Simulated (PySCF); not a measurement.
Predicted microwave data (B3LYP/def2-SVPD in PySCF (dipole) on a GFN2-xTB geometry, gas phase) for one isomer of C7H8O:

```
Rotational constants : A = 3283, B = 2227, C = 1338 MHz
Dipole components    : |μa| = 0.95 D, |μb| = 1.41 D, |μc| = 0.00 D
Inertial defect      : -3.17 u·Å²
κ                    : -0.09
```

Task: Which candidate fits, each taken in the one conformer that was computed?
A. `[CH3:1][c:2]1[cH:3][cH:4][cH:5][cH:6][c:7]1[OH:8]` with C6–C7–O8–H 180° (o-cresol)
B. `C#C[C@@H]1C(=O)C[C@@H]1C`
C. `[CH2:1]=[C:2]1[CH:3]=[C:4]1[O:5][CH:6]1[CH2:7][CH2:8]1` with C3–C4–O5–C6 -179°, C4–O5–C6–C7 -128°

Result: A. It is Cc1ccccc1O, an asymmetric top, point group Cs. The candidates at the same level (rigid rotor, commonest isotopes):

```csv
SMILES,A (MHz),B (MHz),C (MHz),μa (D),μb (D),μc (D),Δ (u·Å²),point group,rotor
Cc1ccccc1O,3283,2227,1338,0.95,1.41,0.00,-3.17,Cs,asymmetric top
C=C1C=C1OC1CC1,4284,1463,1158,1.82,0.36,0.01,-26.93,C1,asymmetric top
C#C[C@@H]1C(=O)C[C@@H]1C,2543,2199,1330,1.31,2.88,0.64,-48.66,C1,asymmetric top
```

`C=C1C=C1OC1CC1` has B 34 % too low; `C#C[C@@H]1C(=O)C[C@@H]1C` has A 23 % too low. In the right answer the mirror of this Cs structure is the ab plane, so μc vanishes by symmetry. No structure here is proved a minimum.
